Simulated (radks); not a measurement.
The numbers below are computed, except where a source is named.
Problem. All-electron atom: Hg+ in [Xe] 4f14 5d9.5 6s1 6d0.5 (fractional occupations, a model configuration). Level of theory: Dirac Kohn-Sham, RPBE, spin-unpolarised, spherical densities, point nucleus; open shells fill j = l - 1/2 first (a radial shooting solver on a logarithmic mesh with Libxc functionals). Some entries of the table are withheld. Estimate them.

| orbital | occ. | eigenvalue (eV) | <r^2> (bohr^2) |
|---|---|---|---|
| 1s1/2 | 2 | -83064.34 | 0.0003805 |
| 2s1/2 | 2 | -14720.17 | 0.005736 |
| 2p1/2 | 2 | -14119.96 | 0.004054 |
| 2p3/2 | 4 | -12172.01 | 0.005240 |
| 3s1/2 | 2 | (1) | 0.03723 |
| 3p1/2 | 2 | (2) | 0.03392 |
| 3p3/2 | 4 | (3) | 0.04031 |
| 3d3/2 | 4 | -2357.386 | 0.03086 |
| 3d5/2 | 6 | -2264.954 | 0.03260 |
| 4s1/2 | 2 | -780.6366 | 0.1799 |
| 4p1/2 | 2 | -665.2012 | 0.1832 |
| 4p3/2 | 4 | -561.0362 | 0.2154 |
| 4d3/2 | 4 | -372.8176 | (4) |
| 4d5/2 | 6 | -353.4004 | (5) |
| 5s1/2 | 2 | (6) | 0.9131 |
| 4f5/2 | 6 | -111.2356 | 0.2772 |
| 4f7/2 | 8 | -107.0431 | 0.2851 |
| 5p1/2 | 2 | -93.1040 | 1.066 |
| 5p3/2 | 4 | -74.8254 | 1.287 |
| 5d3/2 | 4 | -23.7215 | 2.322 |
| 5d5/2 | 5.5 | -21.7813 | 2.511 |
| 6s1/2 | 1 | -17.1066 | 6.687 |
| 6d3/2 | 0.5 | (7) | 45.72 |
| 6d5/2 | 0 | (8) | 47.52 |

Solution. 
(1) 3s1/2 eigenvalue (eV): -3502.922
(2) 3p1/2 eigenvalue (eV): -3233.413
(3) 3p3/2 eigenvalue (eV): -2801.911
(4) 4d3/2 <r^2> (bohr^2): 0.2263
(5) 4d5/2 <r^2> (bohr^2): 0.2377
(6) 5s1/2 eigenvalue (eV): -131.1368
(7) 6d3/2 eigenvalue (eV): -3.4631
(8) 6d5/2 eigenvalue (eV): -3.4044
